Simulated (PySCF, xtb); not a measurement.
(3E)-hexa-1,3-diene (C6H10), SMILES C=C/C=C/CC. One conformer was computed; it need not be the lowest.

Harmonic wavenumbers (cm⁻¹) from GFN2-xTB run with xtb at its own minimum, in rising order: 54, 144, 159, 179, 245, 374, 444, 490, 633, 783, 823, 880, 933, 963, 986, 1035, 1047, 1078, 1141, 1187, 1226, 1250, 1289, 1297, 1333, 1409, 1415, 1478, 1501, 1505, 1668, 1687, 2944, 2984, 3032, 3033, 3038, 3046, 3049, 3060, 3099, 3129.

### Question
What does PySCF with PBE-D3(BJ)/def2-SVP give at its own minimum? (An estimate is asked for; the answer gives what the named calculation found.)

### Answer
66, 150, 177, 195, 260, 376, 437, 486, 643, 762, 844, 878, 889, 926, 944, 1008, 1012, 1047, 1105, 1176, 1209, 1241, 1265, 1267, 1302, 1342, 1386, 1401, 1418, 1430, 1629, 1680, 2945, 2969, 3007, 3051, 3057, 3059, 3065, 3069, 3076, 3176. Paired by order, the mean absolute difference is 26 cm⁻¹ and the zero-point energies are 87.3 and 86.4 kcal/mol.
